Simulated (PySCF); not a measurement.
**Technetium: a sound run and one with changed settings**

Sound run: Tc²⁺ [Kr] 4d5, Tc³⁺ [Kr] 4d4. Computed with PySCF 2.14 in x2c-SVPall (6s5p5d1f, 53 functions), with the spin-free X2C one-electron Hamiltonian (Gaussian nucleus). The sound run starts from symmetry-adapted Hartree-Fock orbitals and uses a fine grid where one is needed.

Changed run: radial step 1.2 in ln r (0.13 in the sound run). This setting is unsound on purpose.

```
species  method  sound run (hartree)  changed run (hartree)  converged
   Tc²⁺     UHF          -4281.92093            -4281.92093        yes
   Tc²⁺    TPSS          -4283.89316            -4304.00883        yes
   Tc²⁺     PBE          -4283.65440            -4303.33794        yes
   Tc³⁺     UHF          -4280.86219            -4280.86219        yes
   Tc³⁺    TPSS          -4282.79760            -4302.91409        yes
   Tc³⁺     PBE          -4282.55087            -4302.22444        yes
```

Ionisation energy of Tc²⁺:

| method | sound run (eV) | changed run (eV) |
| --- | --- | --- |
| UHF | 28.810 | 28.810 |
| TPSS | 29.812 | 29.789 |
| PBE | 30.029 | 30.300 |

A coarse radial grid mis-integrates the density and the exchange-correlation energy, with errors of either sign; Hartree-Fock needs no grid.

For comparison, NIST gives 29.55 eV between the lowest levels.
